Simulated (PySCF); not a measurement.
CH4O2Si

CH4O2Si is a silylene (divalent Si1, bonded to 2 O), neutral, singlet. The structure, one conformer, was relaxed in the gas phase by PBE0-D3(BJ)/def2-SVP. No frequency run checks that it is a minimum.

SMILES: CO[Si]O

Coordinates in Å:
```
Si1     1.092   -1.133    0.145
O2      2.486   -0.248    0.333
O3      0.012    0.143   -0.009
C4     -1.372    0.027   -0.200
H5      2.375    0.713    0.314
H6     -1.666    0.518   -1.142
H7     -1.708   -1.026   -0.243
H8     -1.910    0.524    0.623
```

Shieldings: GIAO PBE0/pcSseg-2. Shifts are against computed references at the same level: C TMS (σ 184.1 ppm), H TMS (σ 31.24 ppm), Si TMS (σ 341.3 ppm). Core levels by delta-SCF with SCAN, pcX-2 on the ionised atom and pcseg-1 elsewhere, spin-free X2C (2p3/2 is the spin-free 2p value less a third of a first-order spin-orbit splitting); from the vacuum level, for chosen atoms.

Give the shieldings and core levels atom by atom.


```csv
atoms,bonded to,σ (ppm),δ (ppm),core level (eV)
Si1,2 O,260.0,81.3,2p3/2 107.79
O2,1 Si + 1 H,156.4,-,1s 538.50
O3,1 C + 1 Si,138.1,-,1s 538.23
C4,1 O + 3 H,133.1,51.0,1s 292.59
H5,1 O,26.49,4.76,-
H6 H7 H8,1 C,27.52,3.72,-
```

Values are those of this one static structure, with the three H of a rotating XH3 group averaged; atoms that internal rotation interchanges would show their mean in an NMR spectrum.

Which of O2, O3 holds its core electrons tightest, and by how much against the loosest?

O2 (bonded to 1 Si + 1 H), by 0.28 eV over O3 (bonded to 1 C + 1 Si).

By CAM-B3LYP/def2-SVPD (TDDFT singlets, Tamm-Dancoff triplets, ionisation by delta-SCF), where does absorption start, and what does vertical ionisation take?

The lowest singlet lies at 5.13 eV (f 0.107), the strongest of the first 6 at 7.09 eV (f 0.358), the lowest triplet at 3.19 eV; vertical ionisation takes 9.61 eV.

The 3 runs behind this took 110 s in all, one thread each of Arm Neoverse N1 on a shared host, launched as `OMP_NUM_THREADS=1 python cluster_run.py task.json out`.
